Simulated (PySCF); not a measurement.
Geometries of 2 isomers of C2H5FOSi, from PBE0-D3(BJ)/def2-SVP geometry optimisation, gas phase (PySCF 2.14.0). One conformer each, no zero-point energy, no frequencies.

Question: Which isomer lies lower at this level?
A.
```xyz
10
angstrom
C      1.764    0.420   -0.156
C      1.029   -0.672   -0.373
O     -0.304   -0.790   -0.209
Si    -1.403    0.352    0.299
F     -2.820   -0.418    0.305
H      1.335    1.365    0.190
H      2.841    0.386   -0.326
H      1.478   -1.609   -0.719
H     -1.096    0.795    1.682
H     -1.475    1.476   -0.668
```
B.
```xyz
10
angstrom
C     -1.483    0.090    0.149
C     -0.239   -0.062   -0.673
O     -0.247   -0.193   -1.879
Si     1.512   -0.066    0.122
F      1.397    0.159    1.732
H     -1.527   -0.704    0.913
H     -2.374    0.051   -0.494
H     -1.452    1.045    0.700
H      2.151   -1.385   -0.134
H      2.308    1.046   -0.461
```

Answer: A. That is `C=CO[SiH2]F`, 11.9 kcal/mol below the other.

```csv
SMILES,atoms numbered as above,E (Eh),relative (kcal/mol),relative (kJ/mol),dipole (D)
C=CO[SiH2]F,[CH2:1]=[CH:2][O:3][SiH2:4][F:5],-543.16527,0.0,0.0,1.72
CC(=O)[SiH2]F,[CH3:1][C:2](=[O:3])[SiH2:4][F:5],-543.14625,11.9,49.9,1.17
```

As drawn, the lower has an Si–O bond and a C=C bond outside aromatic rings, which the higher lacks; the higher has a C=O bond and an Si–C bond, which the lower lacks.
